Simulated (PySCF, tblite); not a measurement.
Compound: C3H7F3O2Si.
Structure used (PBE0-D3(BJ)/def2-SVP), in Å, numbered top down from 1:
```xyz
16
C3H7F3O2Si angstrom
C      2.3580   -0.4720    0.0169
O      1.0004   -0.4947    0.3702
Si    -0.2542    0.2607   -0.3792
O     -1.6670   -0.3040    0.2234
C     -2.0829   -1.6438    0.2946
C     -0.2323    2.1285    0.0722
F      0.9643    2.6493   -0.2833
F     -1.1723    2.8341   -0.5704
F     -0.3835    2.3512    1.3806
H      2.8181    0.5029    0.2496
H      2.8838   -1.2492    0.5910
H      2.5091   -0.6769   -1.0584
H     -0.1316    0.1333   -1.8596
H     -1.3510   -2.2645    0.8377
H     -3.0410   -1.6824    0.8324
H     -2.2343   -2.0767   -0.7101
```

Jobs on this species (16 atoms, 82 electrons) with PySCF (density fitting) and tblite. Hardware of each: one thread, Arm Neoverse V2 (aarch64), shared host. The host was shared with other jobs, so the times are rough.

| level and settings | work | basis functions | SCF cycles | wall time |
| --- | --- | --- | --- | --- |
| CAM-B3LYP/pcSseg-1 | shieldings | 195 | ? | ? |
| PBE0-D3(BJ)/def2-SVP, grid level 1 | geometry optimisation from a GFN2-xTB start shaken at random | 165 | 87 | 2.8 min |
| wB97X-D/def2-SVPD | 10 singlets by full TDDFT, 4 Tamm–Dancoff triplets, polarisability, ΔSCF ions | 255 | 13 | 6.5 min |
| PBE0/pcSseg-1 | shieldings, charges and field gradients | 195 | 13 | 25 s |
| GFN2-xTB | L-BFGS relaxation | – | – | 1.1 s |
| delta-SCF UKS SCAN, pcX-2 on the ionised atom, pcseg-1 elsewhere, spin-free X2C | ΔSCF core ionisation, 6 holes | 207 | 100 | 62 s |

Fill in the missing figures.

- CAM-B3LYP/pcSseg-1; shieldings: 34 s, 13 SCF cycles

What do all jobs in the table cost together?

About 11 min; the longest takes about 57 % of that, and about 350 times as long as the shortest.
